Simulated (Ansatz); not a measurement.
Ansatz (an electronic-structure program) input (CCSD(T)/def2-SVPD):

Ansatz 0.2 input:
```yaml
crystal:
  periodic: [false, false, false]
  atoms:
    - {symbol: Au, position_ang: [-0.00000000, -0.00000000, -0.38970877]}
    - {symbol: O, position_ang: [0.00000000, 0.00000000, 2.67694241]}
    - {symbol: C, position_ang: [0.00000000, 0.00000000, 1.56190893]}
basis:
  gaussian:
    orbitals: def2-SVPD
total_charge: 1
magnetization: {spin_polarized: false}
correlation: {method: ccsd_t, electrons: outside_noble_gas}
output: {forces: true}
```

End of the output:

```
integrals: 0.06 GiB planned
752 factors; integrals over basis functions are off by at most 1.3e-3 eV
mean field: 0.19 GiB planned
mean field evaluation 1: about -6721.4548 eV, gradient 4.9e1 eV
mean field evaluation 2: about -6721.4661 eV, gradient 4.9e1 eV
mean field evaluation 4: about -6725.9881 eV, gradient 4.6e0 eV
mean field evaluation 8: about -6726.0592 eV, gradient 3.8e-1 eV
mean field evaluation 16: about -6725.9781 eV, gradient 4.6e0 eV
mean field -6726.06040918 eV, -247.1781609500 hartree, gradient 2.2e-6 eV, S^2 0.000000; 0 other end points of the search recorded, 0 dependent functions left out
6 core orbitals not correlated
reference -6726.06040918 eV, -247.1781609500 hartree; 10, 10 occupied and 62, 62 virtual orbitals, 752 factors
densities: 0.27 GiB planned
second order -15.06368029 eV of doubles, -0.00000000 eV of singles
coupled cluster: 0.20 GiB planned
cycle   1  -14.19299597 eV  change    8.7e-1 eV  update   1.2e-1
cycle   2  -14.66501377 eV  change   -4.7e-1 eV  update   3.9e-2
cycle   3  -14.77937109 eV  change   -1.1e-1 eV  update   2.3e-2
cycle   4  -14.77036949 eV  change    9.0e-3 eV  update   8.9e-3
cycle   5  -14.76883876 eV  change    1.5e-3 eV  update   4.4e-3
cycle   6  -14.77026022 eV  change   -1.4e-3 eV  update   1.7e-3
cycle   7  -14.76931704 eV  change    9.4e-4 eV  update   7.7e-4
cycle   8  -14.76886178 eV  change    4.6e-4 eV  update   2.2e-4
cycle   9  -14.76900592 eV  change   -1.4e-4 eV  update   8.2e-5
cycle  10  -14.76902652 eV  change   -2.1e-5 eV  update   3.0e-5
cycle  11  -14.76900586 eV  change    2.1e-5 eV  update   1.4e-5
cycle  12  -14.76902619 eV  change   -2.0e-5 eV  update   4.4e-6
perturbative correction -0.52912328 eV, -0.0194449219 hartree
the calculation of the forces begins
Total energy: -6741.35855865 eV, -247.7403575735 hartree
Atom 0 at    -0.000000    -0.000000    -0.389709 Å, force    -0.000000    -0.000000    -0.396700 eV/Å
Atom 1 at     0.000000     0.000000     2.676942 Å, force     0.000000    -0.000000     1.969795 eV/Å
Atom 2 at     0.000000     0.000000     1.561909 Å, force    -0.000000     0.000000    -1.573094 eV/Å
Dipole moment:     0.000000    -0.000000     0.044889 e Å
```
